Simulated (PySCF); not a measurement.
platinum atom (Pt), triplet (core potentials on Pt). Base run: B3LYP/def2-SVP in PySCF.

PySCF was given this input:
```python
from pyscf import gto, scf, dft

mol = gto.M(
    atom='''
Pt    0.000000    0.000000    0.000000
''',
    basis='def2-svp',
    ecp={'Pt': 'def2-svp'},
    charge=0,
    spin=2,
    verbose=4,
)

mf = dft.UKS(mol)
mf.xc = 'b3lyp'
mf.kernel()
mf.analyze()
```

Each row names what was changed in the base input (with any setting that the change needs).

| change | E (Eh) | HOMO (eV) | <S^2> | core-seconds (rough) | outcome |
|---|---|---|---|---|---|
| base | -119.30547 | -6.50 | 2.000 | 5 | converged |
| functional = o3lyp | -119.41115 | -5.88 | 2.001 | 1 | converged |
| functional = revpbe | - | - | - | - | not converged |
| functional = pbe; dispersion = d3bj | - | - | - | - | not converged |
| functional = x3lyp | -119.24945 | -6.55 | 2.000 | 2 | converged |
| functional = pbe | - | - | - | - | not converged |
| functional = hse06 | -119.24880 | -6.26 | 2.001 | 4 | converged |
| functional = r2scan | -119.30146 | -5.29 | 2.001 | 5 | converged |
| functional = wb97m_v | -119.16429 | -8.37 | 2.001 | 20 | converged |
| functional = scan | -119.28714 | -5.40 | 2.002 | 4 | converged |
| functional = b3lyp; dispersion = d3bjm | -119.30547 | -6.50 | 2.000 | 5 | converged |
| functional = pbe; dispersion = d4 | - | - | - | - | not converged |
| functional = pbe; dispersion = d3zero | - | - | - | - | not converged |

Absolute energies of different levels of theory aren't comparable as measures of quality.

Open shells are given as the SCF converged; they aren't shown to be the lowest states, and a large step between rows can be another state.
